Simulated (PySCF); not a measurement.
SMILES N[SiH2][SiH2][SiH](Cl)Cl (PBE0/def2-SVP optimised geometry):

```
13

Si    -2.206    -0.718    -1.784
Cl    -2.527    -2.111    -0.285
Cl    -3.064     1.084    -1.221
Si     0.096    -0.361    -1.972
Si     0.831     0.689     0.000
N      2.566     0.689     0.000
H     -2.935    -1.193    -2.991
H      0.757    -1.692    -2.168
H      0.354     0.484    -3.180
H      0.154    -0.003     1.149
H      0.377     2.111     0.000
H      3.056     1.314     0.633
H      3.064    -0.191    -0.083
```

Method: PBE0/def2-TZVP in PySCF.

**Question.** What are the frontier orbital energies and the dipole moment?

**Answer.** HOMO-2 -8.73 eV, HOMO-1 -8.11 eV, HOMO -7.45 eV, LUMO -0.68 eV, LUMO+1 -0.43 eV; dipole moment 2.56 D.

On the same geometry PBE/def2-TZVP (PySCF 2.14.0) gives HOMO-2 -7.49 eV, HOMO-1 -6.89 eV, HOMO -6.13 eV, LUMO -1.49 eV, LUMO+1 -1.28 eV; dipole moment 2.52 D.

Meta-Löwdin charges at PBE0/def2-TZVP: Si1 0.63, Cl2 -0.29, Cl3 -0.29, Si4 0.07, Si5 0.53, N6 -0.73, H7 -0.08, H8 -0.06, H9 -0.05, H10 -0.12, H11 -0.08, H12 0.24, H13 0.24.
